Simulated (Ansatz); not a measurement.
(ClBe-mu-F)2 (Be2Cl2F2). The state is a singlet with charge 0. Geometry r2SCAN-D4/def2-SVP, basis def2-TZVP, Ansatz.

| run | HOMO (eV) | LUMO (eV) |
| --- | --- | --- |
| A | -7.74 | -1.53 |
| B | -9.05 | -1.14 |
| C | -8.33 | -1.37 |
| D | -9.36 | -0.85 |
| E | -8.29 | -1.00 |
| F | -8.82 | -0.80 |

B3LYP takes the VWN-RPA correlation.

Problem. The runs used B3LYP, B97M-V, BLYP, PBE0, r2SCAN, r2SCANh. Estimate which is which.

Solution. A BLYP (0 % exact exchange); B B3LYP (20 % exact exchange); C B97M-V (0 % exact exchange); D PBE0 (25 % exact exchange); E r2SCAN (0 % exact exchange); F r2SCANh (10 % exact exchange). Exact exchange lowers occupied and raises empty levels; among semilocal functionals meta-GGAs tend to open the gap a little, and such runs are hard to tell apart. The gap grows from 6.21 eV (BLYP) to 8.51 eV (PBE0).
